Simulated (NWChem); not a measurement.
System meant: TiO2; SMILES [O]=[Ti]=[O]

The following NWChem deck was run.

```
start job
memory heap 200 mb stack 900 mb global 1100 mb
geometry units angstroms noautoz
  Ti     0.000000     0.000000     0.396315
  O      1.325582     0.000000    -0.527131
  O     -1.325582     0.000000    -0.527131
end
basis spherical
  * library def2-svp
end
dft
  odft
  mult 2
  xc b3lyp
  iterations 150
  mulliken
end
task dft energy
```

End of the output:

```
 Summary of "ao basis" -> "" (spherical)
 ------------------------------------------------------------------------------
       Tag                 Description            Shells   Functions and Types
 ---------------- ------------------------------  ------  ---------------------
 *                          def2-svp                  on all atoms

                                 NWChem DFT Module
                                 -----------------

 Summary of "ao basis" -> "ao basis" (spherical)
 ------------------------------------------------------------------------------
       Tag                 Description            Shells   Functions and Types
 ---------------- ------------------------------  ------  ---------------------
 Ti                         def2-svp                11       31   5s3p2d1f
 O                          def2-svp                 6       14   3s2p1d

 Summary of "ao basis" -> "ao basis" (spherical)
 ------------------------------------------------------------------------------
       Tag                 Description            Shells   Functions and Types
 ---------------- ------------------------------  ------  ---------------------
 Ti                         def2-svp                11       31   5s3p2d1f
 O                          def2-svp                 6       14   3s2p1d

      Symmetry analysis of basis
      --------------------------

        a1         24
        a2          7
        b1         17
        b2         11

  number of electrons :                   38
  multiplicity        :                    2
 ------------------------------------------------------------------------
  no. of electrons and multiplicity not compatible                  38
 ------------------------------------------------------------------------
 ------------------------------------------------------------------------
  current input line :
    18: task dft energy
 ------------------------------------------------------------------------
 ------------------------------------------------------------------------
 There is an error in the input file
 ------------------------------------------------------------------------
 For more information see the NWChem manual at https://nwchemgit.github.io

0: no. of electrons and multiplicity not compatible:Received an Error in Communication
```

Task: What is wrong, and how is it mended?

Result: The program refused the input. Cause: the multiplicity doesn't fit the number of electrons (an even count wants an odd multiplicity, and the reverse). This input runs:
```
start job
memory heap 200 mb stack 900 mb global 1100 mb
geometry units angstroms noautoz
  Ti     0.000000     0.000000     0.396315
  O      1.325582     0.000000    -0.527131
  O     -1.325582     0.000000    -0.527131
end
basis spherical
  * library def2-svp
end
dft
  xc b3lyp
  iterations 150
  mulliken
end
task dft energy
```
It converges to -999.73400 Ha (B3LYP/def2-SVP).
